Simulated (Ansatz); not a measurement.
Stepwise reaction of `C[O][GeH2][O]C` with hydrogen sulfide, as a gas-phase model of exchange steps in deposition or etching. ΔE in kJ/mol.

Program: Ansatz. Geometries: PBE0-D4/def2-TZVP. ΔE: electronic, gas phase. CCSD(T)/CBS is the MP2 limit (def2-TZVPP, def2-QZVPP) plus CCSD(T) − MP2 in def2-TZVPP, frozen cores. This one scheme is used for every species. Functionals use def2-TZVPP. B3LYP here is the variant with VWN-RPA as its local correlation; programs differ in this. For Ge outer-core shells are correlated without core-valence functions, which leaves a few kJ/mol of doubt a bond. Scalar relativity is left out up to krypton. One conformer a species, not always the lowest.

| step | reaction | PBE-D4 | B3LYP-D4 | ωB97M-V | CCSD(T)/CBS |
| --- | --- | --- | --- | --- | --- |
| 1 | `C[O][GeH2][O]C` + H₂S → `C[O][GeH2][SH]` + CH₃OH | -22.0 | -13.2 | -13.2 | -12.7 |
| 2 | `C[O][GeH2][SH]` + H₂S → `[SH][GeH2][SH]` + CH₃OH | -17.3 | -10.1 | -10.1 | -10.5 |

(1) By hand: ΔE of the 2 steps together at CCSD(T)/CBS.

Answers

(1) (-12.7) + (-10.5) = -23.2 kJ/mol, or -11.6 kJ/mol a step.

In ΔE the steps differ by no more than 2.2 kJ/mol. All are downhill at CCSD(T)/CBS. PBE-D4 differs from CCSD(T)/CBS by -9.3 to -6.8 kJ/mol a step. Only this route is followed, and other bonds may react first. Isolated molecules leave out the surface, adducts and barriers. Largest T1 diagnostic: 0.012.
